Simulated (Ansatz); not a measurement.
H$_{4}$Br$_{2}$GeN$_{2}$ (SMILES [NH2][Ge]([NH2])([Br])[Br]), singlet, at a GFN2-xTB geometry; PBE0/6-31G* (Ansatz, a first-principles code).

The Ansatz input:
Ansatz 0.2 input:
```yaml
crystal:
  periodic: [false, false, false]
  atoms:
    - {symbol: N, position_ang: [-1.44543957, -1.48936236, -0.79341573]}
    - {symbol: Ge, position_ang: [-0.00066757, -0.59785047, -0.18255610]}
    - {symbol: N, position_ang: [1.37996093, -1.76075625, -0.05321795]}
    - {symbol: Br, position_ang: [-0.47700844, 0.11025346, 1.93626395]}
    - {symbol: Br, position_ang: [0.47988516, 1.28289058, -1.51926866]}
    - {symbol: H, position_ang: [-1.28377799, -2.27242246, -1.40700324]}
    - {symbol: H, position_ang: [-2.24952155, -0.96832074, -1.11133827]}
    - {symbol: H, position_ang: [2.11764633, -1.53773200, 0.60044348]}
    - {symbol: H, position_ang: [1.79468039, -2.09952099, -0.90870598]}
basis:
  gaussian:
    orbitals: 6-31G*
hamiltonian:
  xc: pbe0
```

### Question
What does Ansatz print? Leave out banner, timings and long lists.

### Answer

```
Functional definition: PBE0
1372 factors; integrals over basis functions are off by at most 5.1e-4 eV
mean field evaluation 1: about -199599.4045 eV, gradient 6.9e1 eV
mean field evaluation 2: about -199584.6659 eV, gradient 1.0e2 eV
mean field evaluation 4: about -199608.3870 eV, gradient 4.7e0 eV
mean field evaluation 8: about -199608.4902 eV, gradient 7.4e-2 eV
mean field evaluation 16: about -199608.4902 eV, gradient 5.8e-5 eV
mean field -199608.49021037 eV, -7335.4767157371 hartree, gradient 5.8e-5 eV, S^2 0.000000; 0 other end points of the search recorded, 0 dependent functions left out
reference -199608.49023795 eV, -7335.4767167503 hartree; 60, 60 occupied and 83, 83 virtual orbitals, 1372 factors
Total energy: -199608.49023795 eV, -7335.4767167503 hartree
```
